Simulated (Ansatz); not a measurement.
Start from `BO[SiH](C)F` and change one atom or group to get `C[SiH](F)Br`.

Ansatz, PBE0-D4/def2-TZVP geometries, multiplicity 1. Each molecule was computed in one conformer, which needn't be the lowest.

Scalar relativity is left out up to krypton.

```csv
property,`BO[SiH](C)F`
HOMO energy (PBE/def2-TZVPP) / eV,-7.06
size of the dipole moment (B3LYP/def2-TZVPP) / D,1.86
HOMO–LUMO gap (PBE0/def2-TZVPP) / eV,7.82
HOMO–LUMO gap (PBE/def2-TZVPP) / eV,5.31
HOMO energy (B3LYP/def2-TZVPP) / eV,-8.36
size of the dipole moment (ωB97M-V/def2-TZVPP) / D,1.85
```

Question: Give the same properties after the change, and the shifts. (An estimate is asked.)

Answer: The calculation gave: 
```json
{"property": "HOMO energy (PBE/def2-TZVPP) / eV", "`C[SiH](F)Br`": "-7.20", "shift": "-0.14"}
{"property": "size of the dipole moment (B3LYP/def2-TZVPP) / D", "`C[SiH](F)Br`": "2.10", "shift": "0.24"}
{"property": "HOMO–LUMO gap (PBE0/def2-TZVPP) / eV", "`C[SiH](F)Br`": "9.00", "shift": "1.18"}
{"property": "HOMO–LUMO gap (PBE/def2-TZVPP) / eV", "`C[SiH](F)Br`": "6.80", "shift": "1.49"}
{"property": "HOMO energy (B3LYP/def2-TZVPP) / eV", "`C[SiH](F)Br`": "-8.24", "shift": "0.12"}
{"property": "size of the dipole moment (ωB97M-V/def2-TZVPP) / D", "`C[SiH](F)Br`": "2.11", "shift": "0.26"}
```

Dipoles are sizes alone; their direction can turn.

B3LYP here is the variant with VWN-RPA as its local correlation; programs differ in this.

Spin–orbit coupling is left out; it splits and shifts lone-pair levels of the heavy atoms by tenths of an eV.
